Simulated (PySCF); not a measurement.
**Adding and removing an electron: CsK**

PBE0; basis Cs def2-SVPD with ECP46, K def2-SVPD; scalar-relativistic core potentials; PySCF 2.14. Neutral (UKS): singlet (closed shell), Re = 4.387 Å, ωe = 66.6 cm⁻¹, De = 0.46 eV, HOMO -2.76 eV, LUMO -1.20 eV.

CsK⁺ (UKS): doublet (σ ↑), Re = 5.023 Å, ωe = 47.7 cm⁻¹, De = 0.59 eV to Cs⁺ + K. The energies at the minima are -619.81897 hartree for CsK and -619.68024 for CsK⁺.

(1) Work out the adiabatic ionisation energy, without and with harmonic zero-point energies (1 hartree = 27.2114 eV, 1 eV = 8065.5 cm⁻¹), and the change of the bond length.

CsK⁻ (UKS): doublet (σ ↑), Re = 4.916 Å, ωe = 41.9 cm⁻¹, De = 0.53 eV to Cs + K⁻. The energies at the minima are -619.81897 hartree for CsK and -619.83903 for CsK⁻.

(2) Work out the adiabatic electron affinity, without and with harmonic zero-point energies (1 hartree = 27.2114 eV, 1 eV = 8065.5 cm⁻¹), and the change of the bond length.

Closed-shell solutions of metal pairs were not tested for spin polarisation, which can lower them a little. Weak bonds: CsK. Basis-set superposition, not corrected here, can be much of De in a small basis, most of all at correlated wavefunction levels. Spin–orbit coupling is left out. For an ion De counts to the pair picked by the measured ionisation energies or electron affinities, which need not be the lowest pair at this level. The highest Kohn–Sham level is positive in this anion. Much of that is self-interaction error, but it also means that the finite basis helps to hold the extra electron. States were picked by a PBE0 search and need not be the measured ground states.

Results:

(1) At PBE0: 0.13873 hartree = 3.775 eV between the minima; the zero-point term (47.7 − 66.6)/2 cm⁻¹ = -0.001 eV makes it 3.774 eV. Re changes by +63.6 pm against the neutral. Minus the HOMO energy is 2.76 eV, -1.02 eV from the value between the minima; self-interaction puts the Kohn–Sham level too high, less so with exact exchange. The electron leaves a σ orbital, and the longer bond of the ion fits a bonding orbital, or a change in how ionic the bond is.

(2) At PBE0: 0.02006 hartree = 0.546 eV between the minima; the zero-point term (66.6 − 41.9)/2 cm⁻¹ = +0.002 eV makes it 0.547 eV. Re changes by +52.9 pm against the neutral. The electron enters a σ orbital; the charge polarises the partner, so the anion is bound more strongly.
